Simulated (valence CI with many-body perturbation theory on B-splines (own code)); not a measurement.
The numbers below are computed, except where a source is named.
## Tm47+: input, log and results

Level of theory: relativistic CI+MBPT: four valence electrons over a frozen Dirac-Fock core [Ar], a basis of 9 s, 9 p, 10 d, 8 f, 5 g, 3 h, 1 i functions for each j, with the one-electron correlation potential Σ1 (screened to all orders), the two-electron term Σ2, the three-electron term Σ3, Breit, model QED; selected single and double excitations, second order for the rest (own B-spline code, finite nucleus).

Command, and the settings that its task file holds:

```sh
python run_cv.py task.json out
```

```
atom Tm  Z=69  mass_number=169  rms_radius_fm=5.2256
core [Ar]
valence 3d4
avg = 1
basis = L
breit = 1
cap = 40000
capref = 1200
cscale = 1
de = 0.0
dress = 0
eps = 2e-08
h = 0.27
hh = 1
l2 = 3
lcore = 6
maxit = 60
n2 = 5
natural = 1
nlev = 60
nno = [6, 6, 7, 6, 4, 3, 1]
nroot = 26
nsp = [3, 3, 3, 2, 1, 0, 0]
pt2 = 1
qed = 1
rpa = 1
s1 = 1
s2 = 1
s3 = 1
screen = 1
tol = 2e-05
```

**Question.** Roughly how long does this run take on one core of Arm Neoverse V2, and how much memory?

**Answer.** 88 s on 1 thread of Arm Neoverse V2, on a shared host, peak memory 1.1 GiB.

Log. The first blocks belong to the next ion, which gives the ionisation energy. Fields: 2J, parity (1 odd), roots, reference size, generating configurations, candidates as configurations/state functions, variational space P, stored matrix elements, Davidson steps; e2 is the range of second-order energies in hartree. The first line gives the box (bohr), its intervals, the orbitals and the steps of their self-consistent field. Window is the range of levels sought, series limit the energy at which the first omitted orbital would enter, core excitation an estimate of the first excitation out of the core, left out the lowest levels not solved, and shifts from estimates the range by which levels moved from their first estimate, all in cm⁻¹.

```
rmax 2.4 intervals 56 orbitals 81 references ['3d4', '3d3 4s', '3d3 4p'] scf 3 t 0.8
2J=3 par=0 roots 2 ref 41 generators 3 cand 3047/7521 P 1472/3728 nnz 3.9e+06 it 4
2J=3 par=0 roots 2 ref 41 generators 4 cand 1597/3834 P 1948/5018 nnz 6.7e+06 it 3
   second order: generators 6 cand 2545/5809 e2 -0.00001 -0.00001
reference levels 704, estimated 34, window 1762698 1/cm; series limit 25400176, core excitation 2203373
2J=0 par=0 roots 5 ref 19 generators 4 cand 3188/5614 P 3194/5983 nnz 6.9e+06 it 5
2J=0 par=0 roots 5 ref 19 generators 4 cand 1193/2147 P 3795/7115 nnz 9.8e+06 it 4
   second order: generators 8 cand 8244/21424 e2 -0.00002 -0.00000
2J=2 par=0 roots 4 ref 43 generators 3 cand 4277/19667 P 1508/7993 nnz 1.5e+07 it 4
2J=2 par=0 roots 4 ref 43 generators 3 cand 3212/14210 P 3375/16964 nnz 6.2e+07 it 4
   second order: generators 4 cand 4536/30789 e2 -0.00002 -0.00001
2J=8 par=0 roots 7 ref 48 generators 4 cand 4550/35074 P 932/7992 nnz 1.5e+07 it 5
2J=8 par=0 roots 7 ref 48 generators 4 cand 3919/29627 P 3085/24879 nnz 1.3e+08 it 7
   second order: generators 6 cand 8069/90432 e2 -0.00010 -0.00006
2J=4 par=0 roots 8 ref 61 generators 4 cand 4576/30374 P 1020/7996 nnz 1.5e+07 it 5
2J=4 par=0 roots 8 ref 61 generators 4 cand 3879/24933 P 3621/25167 nnz 1.3e+08 it 7
   second order: generators 6 cand 4478/45662 e2 -0.00004 -0.00002
2J=6 par=0 roots 6 ref 57 generators 3 cand 4615/35101 P 896/7995 nnz 1.6e+07 it 5
2J=6 par=0 roots 6 ref 57 generators 3 cand 4007/29660 P 2941/24299 nnz 1.3e+08 it 5
   second order: generators 4 cand 5162/57890 e2 -0.00009 -0.00006
2J=10 par=0 roots 2 ref 29 generators 2 cand 4311/30427 P 943/7996 nnz 1.7e+07 it 4
2J=10 par=0 roots 2 ref 29 generators 2 cand 3682/24959 P 2770/22166 nnz 1.1e+08 it 5
   second order: generators 2 cand 1855/10789 e2 -0.00004 -0.00003
2J=12 par=0 roots 2 ref 15 generators 2 cand 3817/23877 P 1204/7997 nnz 1.7e+07 it 4
2J=12 par=0 roots 2 ref 15 generators 2 cand 3029/18395 P 2954/18955 nnz 8.4e+07 it 5
   second order: generators 2 cand 1279/7437 e2 -0.00003 -0.00002
left out: unestimated 13163818, estimated none, shifts from estimates -313 to 52
operators 1.2
```

The Davidson iterations converged.

The last digits are not significant, and no measured levels were compared; by estimate large intervals hold to a few tenths of a per cent, small ones and those within an open d or f shell to about a per cent. The list stops below the first excitations out of the core. Only levels of the ground parity were solved; by the run's estimate the other parity begins above the list, which can be wrong where configurations are misplaced.

| Quantity | Value |
| --- | --- |
| Valence energy | -627.4334 hartree |
| Ionisation energy | 4076.1 eV (NIST: 4075 ± 4 eV (theoretical)) |
| Reference configurations for the orbitals | 3d4, 3d3 4s, 3d3 4p |
| Radial orbitals | 81 |
| Box radius | 2.388 bohr |
| Largest variational space | 25167 |
| Lowest levels | (3d3/2^4) J=0 0.00, (3d3/2^3 3d5/2) J=1 44.09, (3d3/2^3 3d5/2) J=4 55.18, (3d3/2^3 3d5/2) J=2 57.16, (3d3/2^3 3d5/2) J=3 60.50, (3d3/2^2 3d5/2^2) J=0 [a] 96.20, (3d3/2^2 3d5/2^2) J=2 [a] 97.39, (3d3/2^2 3d5/2^2) J=4 [a] 98.84, (3d3/2^2 3d5/2^2) J=3 [a] 100.68, (3d3/2^2 3d5/2^2) J=5 104.33, (3d3/2^2 3d5/2^2) J=6 107.01, (3d3/2^2 3d5/2^2) J=1 108.43, (3d3/2^2 3d5/2^2) J=3 [b] 111.94, (3d3/2^2 3d5/2^2) J=4 [b] 111.99 eV |

Levels are named by their leading jj configuration (3d3/2^4 stands for four electrons in 3d with j = 3/2), which in mixed levels can hold well under half, so a name can repeat and another be missing. Letters in brackets count levels of one name in rising energy.
